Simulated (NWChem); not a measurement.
# SiH$_{4}$S; SMILES [SiH3]S

```xyz
6

Si     0.0037     0.9914    -0.0003
S      0.0779    -1.1444    -0.0010
H     -0.6800     1.5137     1.2101
H      1.4219     1.4227    -0.0061
H     -0.6903     1.5138    -1.2047
H     -1.2567    -1.3005     0.0015
```
Atoms are numbered in this order, from 1.

Level: PBE0-D3(BJ)/def2-TZVP (NWChem), optimised geometry, unscaled harmonic frequencies. 

Question: List the harmonic frequencies with IR intensities, and the thermochemistry.

Answer: 
```
frequency (cm⁻¹)  IR intensity (km/mol)
----------------  ---------------------
191                                12.7
516                                33.9
537                                19.1
625                                19.7
813                                 8.0
924                               244.1
931                                48.6
960                                77.2
2228                               74.2
2232                              105.1
2253                               79.9
2710                                0.9
```

```json
{
  "zero_point_energy": "21.3 kcal/mol",
  "thermal correction to the enthalpy at 298.15 K (with zero-point energy)": "24.5 kcal/mol",
  "heat capacity Cv": "13.2 cal/(mol K)",
  "entropy at 298.15 K and 1 atm (symmetry number 1)": "65.1 cal/(mol K)",
  "dipole_moment": "1.05 D"
}
```

Rigid rotor and harmonic oscillator.
